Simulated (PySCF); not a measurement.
A GIAO shielding run with PySCF 2.14 (density fitting, non-relativistic, gas phase) on `[SiH3][SiH2][SiH2]NC(C)(C)C`, C4H17NSi3:

```
$ OMP_NUM_THREADS=1 python probes_run.py task.json out

{"job": {"kind": "nmr", "xc": "PBE0", "basis": "pcSseg-1"}, "charge": 0, "multiplicity": 1}
C     -1.915143     0.732429     1.536482
C     -1.606638     0.179086     0.139986
C     -2.386292     0.977156    -0.914011
C     -2.011456    -1.290378     0.074406
N     -0.176201     0.302280    -0.083517
Si     0.785500    -0.525001    -1.242870
Si     2.914936     0.283345    -0.885562
Si     3.968504    -0.449050     1.038846
H     -1.645623     1.785563     1.598030
H     -2.974272     0.635824     1.762019
H     -1.345045     0.187590     2.285313
H     -2.161513     0.593485    -1.906202
H     -3.456996     0.899144    -0.742040
H     -2.104880     2.028128    -0.879022
H     -1.860764    -1.680916    -0.927828
H     -1.408088    -1.871620     0.766084
H     -3.059994    -1.402578     0.339073
H      0.127316     1.235227     0.156549
H      0.284368    -0.404779    -2.629737
H      0.697784    -1.963723    -0.947532
H      2.935809     1.759815    -0.911043
H      3.737635    -0.061132    -2.056765
H      3.005949    -1.002848     1.997517
H      4.700561     0.591605     1.768319
H      4.943608    -1.514507     0.787411
```

Hardware: 1 thread of an Intel Xeon, shared host. The job also computes population analyses, field gradients.

Question: How large is the calculation?

Answer: 90 electrons, 242 basis functions and 1321 auxiliary functions.

Question: How long does it take, and how much memory does it need?

Answer: 3.2 min of wall time, with 13 SCF cycles and 4 response iterations; peak memory 1.1 GiB. Times on a shared host scatter by some tens of per cent.
